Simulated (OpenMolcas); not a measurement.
## Potential curves of SnBr: spin–orbit levels

Computed with OpenMolcas 26.06: state-averaged CASSCF(9,7) over Sn 5s 5p, Br 4p, XMS-CASPT2 (IPEA 0.25, imaginary shift 0.2 hartree), scalar X2C, ANO-RCC-VDZP, then RASSI spin–orbit state interaction with atomic mean-field integrals. C2 symmetry about the axis (a holds Σ, Δ, Γ; b holds Π, Φ, H; Σ⁺ and Σ⁻ are not told apart); roots by multiplicity and irrep: 2b 8, 2a 7, 4a 5, 4b 4.

XMS-CASPT2 energies with spin–orbit state interaction in eV from the lowest point. Curves are followed by energy order within each symmetry, so they are adiabatic and may change character at avoided crossings.

```json
{"R (Å)": "2.190", "(1)Ω=1/2": "1.055", "(1)Ω=3/2": "1.299", "(2)Ω=1/2": "4.045", "(2)Ω=3/2": "4.072", "(1)Ω=5/2": "5.689"}
{"R (Å)": "2.317", "(1)Ω=1/2": "0.373", "(1)Ω=3/2": "0.616", "(2)Ω=1/2": "3.424", "(2)Ω=3/2": "3.453", "(1)Ω=5/2": "5.024"}
{"R (Å)": "2.431", "(1)Ω=1/2": "0.087", "(1)Ω=3/2": "0.330", "(2)Ω=1/2": "2.934", "(2)Ω=3/2": "3.199", "(1)Ω=5/2": "4.374"}
{"R (Å)": "2.546", "(1)Ω=1/2": "0.000", "(1)Ω=3/2": "0.242", "(2)Ω=1/2": "2.588", "(2)Ω=3/2": "3.112", "(1)Ω=5/2": "3.879"}
{"R (Å)": "2.673", "(1)Ω=1/2": "0.064", "(1)Ω=3/2": "0.305", "(2)Ω=1/2": "2.380", "(2)Ω=3/2": "3.118", "(1)Ω=5/2": "3.538"}
{"R (Å)": "2.801", "(1)Ω=1/2": "0.221", "(1)Ω=3/2": "0.461", "(2)Ω=1/2": "2.300", "(2)Ω=3/2": "3.180", "(1)Ω=5/2": "3.333"}
```

The 5 lowest clean curves are shown; the next is (3)Ω=3/2, from 3.38 eV. Left out for impure symmetry, kinks or missing points, though low: (3)Ω=1/2. Only roots inside an energy window near the equilibrium distance were included, so the list of states is not complete; labels number the states computed. Each spin and symmetry block has orbitals of its own, averaged over its own roots, so gaps between blocks are less sure than gaps within one and near the minimum can be off by tenths of an eV, in bad cases by more. No Rydberg orbitals are active, so Rydberg states, and σ→σ* states whose orbital the CASSCF left unused, can be missing between those listed. CASPT2 splits the two components of degenerate states numerically, here by up to 66 cm⁻¹. Points that failed a check (symmetry, reference weights, a jump) are left out.
